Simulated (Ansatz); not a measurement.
Total energies of `CCCCCC[Si](OC)(OC)OC` from Ansatz at PBE0-D4/def2-SVP, gas phase (1 Eh = 27.2114 eV = 2625.5 kJ/mol). The reference geometry is relaxed at PBE-D4/def2-SVP.

| state | geometry | energy (Eh) |
| --- | --- | --- |
| charge 0 singlet | reference | -870.19826 |
| charge 1 doublet | reference | -869.85533 |
| charge -1 doublet | reference | -870.10494 |
| charge -1 doublet | relaxed at PBE-D4/def2-SVP | -870.13880 |
| free C atom (triplet) | – | -37.76066 |
| free Si atom (triplet) | – | -289.15194 |
| free O atom (triplet) | – | -74.92490 |
| free H atom (doublet) | – | -0.50029 |

Problem. Work out the vertical ionisation energy to the doublet.

Solution. E(charge 1 doublet) − E(charge 0 singlet) = -869.85533 − (-870.19826) = 0.34293 Eh = 9.33 eV. For comparison, −ε of the highest occupied level is 7.71 eV at this level, 1.62 eV less.

Problem. Work out the vertical electron affinity, to the doublet.

Solution. E(charge 0 singlet) − E(charge -1 doublet) = -870.19826 − (-870.10494) = -0.09332 Eh = -2.54 eV; negative, so the extra electron isn't bound. The basis lacks diffuse functions, which makes affinities too small.

Problem. Give the fundamental gap IE − EA, the Mulliken electronegativity (IE + EA)/2 and the hardness (IE − EA)/2.

Solution. From the values in Eh: IE − EA = 0.34293 − (-0.09332) = 0.43625 Eh = 11.87 eV; (IE + EA)/2 = 3.40 eV; (IE − EA)/2 = 5.94 eV. The HOMO–LUMO gap of the same run is 9.10 eV, 2.77 eV smaller than the fundamental gap.

Problem. How much does the charge -1 doublet relax, and what is the adiabatic electron affinity?

Solution. Relaxation: -870.10494 − (-870.13880) = 0.03386 Eh = 0.92 eV. Adiabatic electron affinity: -0.05946 Eh = -1.62 eV, without zero-point energy. 

Problem. What is the binding energy per atom against free atoms?

Solution. Atoms: 9 × (-37.76066) + 1 × (-289.15194) + 3 × (-74.92490) + 22 × (-0.50029) = -864.77896 Eh. Binding: -864.77896 − (-870.19826) = 5.41930 Eh = 147.47 eV, or 4.21 eV for each of 35 atoms (no zero-point energy, no counterpoise term).

At PBE0-D4/def2-SVP the highest occupied level of the charge -1 doublet lies above zero (up to 3.75 eV). By energy differences it is unbound by 2.54 eV (vertical, against the charge 0 singlet, at PBE0-D4/def2-SVP) and held by the finite basis. At PBE0-D4/def2-SVP the highest occupied level of the relaxed charge -1 doublet lies above zero (up to 1.10 eV). By energy differences it is unbound by 1.62 eV (each at its own geometry, against the charge 0 singlet, at PBE0-D4/def2-SVP) and held by the finite basis.
